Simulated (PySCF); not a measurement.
C₂H₄F₄Si, SMILES FCC[Si](F)(F)F, singlet (GFN2-xTB optimised geometry):

```
11

F     -0.772    -2.319     0.716
C     -0.645    -1.462     1.779
C     -1.326    -0.130     1.473
Si    -0.590     0.784     0.000
F      0.995     0.784     0.000
F     -0.995     2.319     0.000
F     -1.011     0.262    -1.432
H     -1.110    -1.959     2.637
H      0.428    -1.338     1.955
H     -1.257     0.490     2.368
H     -2.387    -0.321     1.301
```

Calculation: B3LYP/def2-TZVP run with PySCF 2.14.0.

### Question
What are the frontier orbital energies and the dipole moment?

### Answer
HOMO-2 -10.79 eV, HOMO-1 -9.97 eV, HOMO -9.54 eV, LUMO 0.26 eV, LUMO+1 0.84 eV; dipole moment 3.43 D.

On the same geometry PBE/def2-TZVP (PySCF) gives HOMO-2 -9.27 eV, HOMO-1 -8.44 eV, HOMO -8.10 eV, LUMO -0.27 eV, LUMO+1 0.25 eV; dipole moment 3.26 D.

Meta-Löwdin charges at B3LYP/def2-TZVP: F1 -0.32, C2 0.11, C3 -0.50, Si4 1.66, F5 -0.49, F6 -0.49, F7 -0.48, H8 0.11, H9 0.11, H10 0.15, H11 0.14.
